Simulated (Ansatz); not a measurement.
A structure relaxed at PBE0-D4/def2-TZVP, charge 0, multiplicity 1:

| atom | x (Å) | y (Å) | z (Å) |
| --- | --- | --- | --- |
| C1 | 0.670 | -2.007 | 0.085 |
| C2 | 0.062 | -0.857 | -0.181 |
| S3 | -0.395 | -0.433 | -1.839 |
| O4 | -0.174 | 0.064 | 0.776 |
| Si5 | -0.095 | 1.718 | 0.589 |
| H6 | 0.779 | -2.760 | -0.681 |
| H7 | 1.054 | -2.200 | 1.079 |
| H8 | -1.671 | -0.105 | -1.563 |
| H9 | -1.263 | 2.241 | -0.161 |
| H10 | -0.131 | 2.224 | 1.980 |
| H11 | 1.165 | 2.115 | -0.085 |

Problem. Give its formula and SMILES.

Solution. C2H6OSSi, `C=C(S)O[SiH3]`.

Problem. Summarise the bond lengths by kind.

Solution. 1 × C–C 1.328 Å; 2 × C–H 1.079 to 1.083 Å; 1 × C–S 1.771 Å; 1 × C–O 1.350 Å; 1 × H–S 1.346 Å; 1 × O–Si 1.666 Å; 3 × H–Si 1.480 to 1.483 Å.

All numbers were calculated with Ansatz.
